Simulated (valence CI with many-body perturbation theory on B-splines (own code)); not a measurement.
**Er XX: M1 decay**

Method: configuration interaction combined with many-body perturbation theory (CI+MBPT): three valence electrons over a frozen Dirac-Fock core [Kr] 4d10, a basis of 7 s, 7 p, 7 d, 7 f, 4 g, 2 h functions for each j, with the one-electron correlation potential Σ1, the two-electron term Σ2, the three-electron term Σ3, Breit, model QED; selected CI, second order for the rest, scaled by the run's own slope (own B-spline code, finite nucleus).

No measured levels were compared; by estimate terms of the open shell hold to a few per cent of their energy, and close levels can change places. The list stops below the first excitations out of the core.

Lines 51 to 100 of 120 in falling wavelength, among levels below 1077400 cm⁻¹, chosen from the decays that carry over 1 % of a level's rate. Wavelengths and rates use the calculated energies, so an error of 2000 cm⁻¹ moves a line at 5409 Å by 11 % and its rate by three times that or more. Weak lines are less certain than strong ones. Lines between different terms over intervals too small for the method are left out, as are lines whose strength nearly cancels. Where a level lies close to another of its J and parity, the split of strength between their lines is uncertain.

Levels are named by their leading jj configuration (3d3/2^4 stands for four electrons in 3d with j = 3/2), which in mixed levels can hold well under half, so a name can repeat and another be missing. Letters in brackets count levels of one name in rising energy.

```tsv
λ vac (Å)	Upper	Lower	Type	A (s⁻¹)	Branch %
5409	(4f5/2 4f7/2^2) J=7/2 [a]	(4f5/2^2 4f7/2) J=5/2 [a]	M1	1.61e+01	30.6
5176	(4f7/2^3) J=9/2	(4f5/2 4f7/2^2) J=9/2 [a]	M1	6.35e+01	52.6
5155	(4f5/2 4f7/2^2) J=15/2 [b]	(4f5/2^2 4f7/2) J=15/2	M1	3.51e+01	35.8
5059	(4f7/2^3) J=3/2	(4f5/2 4f7/2^2) J=3/2 [a]	M1	8.12e+01	46.7
4925	(4f5/2 4f7/2^2) J=1/2	(4f5/2 4f7/2^2) J=3/2 [a]	M1	7.25e+00	27.6
4904	(4f5/2 4f7/2^2) J=3/2 [a]	(4f5/2^2 4f7/2) J=5/2 [a]	M1	3.54e+01	29.6
4780	(4f5/2 4f7/2^2) J=5/2 [a]	(4f5/2^3) J=5/2	M1	1.18e+00	1.6
4772	(4f5/2^2 4f7/2) J=9/2	(4f5/2^2 4f7/2) J=11/2 [a]	M1	1.94e+01	23.7
4702	(4f5/2 4f7/2^2) J=13/2 [b]	(4f5/2^2 4f7/2) J=15/2	M1	2.50e+00	5.0
4551	(4f5/2^2 4f7/2) J=1/2	(4f5/2^2 4f7/2) J=3/2 [a]	M1	2.98e+01	56.9
4513	(4f5/2^2 4f7/2) J=11/2 [b]	(4f5/2^2 4f7/2) J=13/2	M1	3.59e+00	6.8
4249	(4f5/2^2 4f7/2) J=5/2 [b]	(4f5/2^2 4f7/2) J=7/2 [b]	M1	8.00e-01	1.3
4230	(4f5/2 4f7/2^2) J=17/2	(4f5/2^2 4f7/2) J=15/2	M1	3.37e+01	87.5
4214	(4f5/2 4f7/2^2) J=9/2 [b]	(4f5/2^2 4f7/2) J=9/2	M1	1.93e+01	33.6
3939	(4f5/2 4f7/2^2) J=7/2 [b]	(4f5/2 4f7/2^2) J=9/2 [b]	M1	1.92e+00	6.0
3930	(4f5/2^2 4f7/2) J=11/2 [b]	(4f5/2 4f7/2^2) J=11/2	M1	1.99e+01	37.5
3877	(4f7/2^3) J=9/2	(4f5/2^2 4f7/2) J=7/2 [a]	M1	1.01e+01	8.3
3852	(4f5/2 4f7/2^2) J=5/2 [a]	(4f5/2^2 4f7/2) J=7/2 [a]	M1	3.73e+01	51.7
3824	(4f5/2 4f7/2^2) J=5/2 [a]	(4f5/2^2 4f7/2) J=3/2 [a]	M1	6.25e+00	8.7
3785	(4f5/2 4f7/2^2) J=3/2 [a]	(4f5/2^3) J=3/2	M1	2.52e+01	21.1
3773	(4f5/2^2 4f7/2) J=5/2 [b]	(4f5/2^3) J=5/2	M1	1.27e+01	21.1
3717	(4f5/2 4f7/2^2) J=11/2	(4f5/2 4f7/2^2) J=13/2 [a]	M1	3.08e+01	38.1
3697	(4f5/2^2 4f7/2) J=3/2 [b]	(4f5/2^3) J=5/2	M1	2.14e+00	11.5
3679	(4f5/2 4f7/2^2) J=15/2 [b]	(4f5/2^2 4f7/2) J=13/2	M1	5.15e+01	52.6
3613	(4f5/2 4f7/2^2) J=7/2 [b]	(4f5/2 4f7/2^2) J=7/2 [a]	M1	2.37e+00	7.4
3442	(4f5/2 4f7/2^2) J=13/2 [b]	(4f5/2^2 4f7/2) J=13/2	M1	1.85e+01	36.8
3408	(4f5/2 4f7/2^2) J=5/2 [a]	(4f5/2^2 4f7/2) J=5/2 [a]	M1	9.78e+00	13.6
3376	(4f5/2^2 4f7/2) J=15/2	(4f5/2 4f7/2^2) J=15/2 [a]	M1	5.47e+01	50.0
3312	(4f5/2^2 4f7/2) J=13/2	(4f5/2 4f7/2^2) J=13/2 [a]	M1	2.40e+01	26.3
3298	(4f5/2^2 4f7/2) J=9/2	(4f5/2^3) J=9/2	M1	6.26e+01	76.3
3206	(4f5/2^2 4f7/2) J=1/2	(4f5/2^3) J=3/2	M1	2.17e+01	41.3
3170	(4f5/2^2 4f7/2) J=5/2 [b]	(4f5/2^2 4f7/2) J=7/2 [a]	M1	1.25e+01	20.8
3151	(4f5/2^2 4f7/2) J=5/2 [b]	(4f5/2^2 4f7/2) J=3/2 [a]	M1	5.49e+00	9.1
3113	(4f7/2^3) J=9/2	(4f5/2^2 4f7/2) J=9/2	M1	3.53e+00	2.9
3098	(4f5/2^2 4f7/2) J=3/2 [b]	(4f5/2^2 4f7/2) J=3/2 [a]	M1	1.18e+01	63.1
3092	(4f5/2 4f7/2^2) J=13/2 [b]	(4f5/2 4f7/2^2) J=11/2	M1	4.89e+00	9.7
2962	(4f5/2 4f7/2^2) J=9/2 [a]	(4f5/2^2 4f7/2) J=11/2 [a]	M1	1.37e+01	23.6
2875	(4f5/2 4f7/2^2) J=7/2 [b]	(4f5/2^2 4f7/2) J=7/2 [b]	M1	4.58e-01	1.4
2863	(4f5/2^2 4f7/2) J=5/2 [b]	(4f5/2^2 4f7/2) J=5/2 [a]	M1	1.56e+00	2.6
2827	(4f5/2 4f7/2^2) J=5/2 [a]	(4f5/2^3) J=3/2	M1	7.61e+00	10.5
2819	(4f5/2^2 4f7/2) J=3/2 [b]	(4f5/2^2 4f7/2) J=5/2 [a]	M1	2.89e-01	1.5
2795	(4f5/2 4f7/2^2) J=11/2	(4f5/2^2 4f7/2) J=11/2 [a]	M1	2.19e+01	27.1
2754	(4f5/2 4f7/2^2) J=7/2 [b]	(4f5/2 4f7/2^2) J=9/2 [a]	M1	1.10e+00	3.4
2728	(4f5/2^2 4f7/2) J=7/2 [a]	(4f5/2^3) J=9/2	M1	2.67e+00	45.9
2705	(4f7/2^3) J=3/2	(4f5/2^2 4f7/2) J=3/2 [a]	M1	1.10e+01	6.4
2667	(4f5/2 4f7/2^2) J=1/2	(4f5/2^2 4f7/2) J=3/2 [a]	M1	6.42e+00	24.4
2633	(4f5/2^2 4f7/2) J=15/2	(4f5/2 4f7/2^2) J=13/2 [a]	M1	5.00e+01	45.6
2560	(4f5/2^2 4f7/2) J=13/2	(4f5/2^2 4f7/2) J=11/2 [a]	M1	6.73e+01	73.7
2490	(4f7/2^3) J=3/2	(4f5/2^2 4f7/2) J=5/2 [a]	M1	4.26e+01	24.5
2484	(4f5/2^2 4f7/2) J=11/2 [b]	(4f5/2^2 4f7/2) J=9/2	M1	9.03e+00	17.0
```
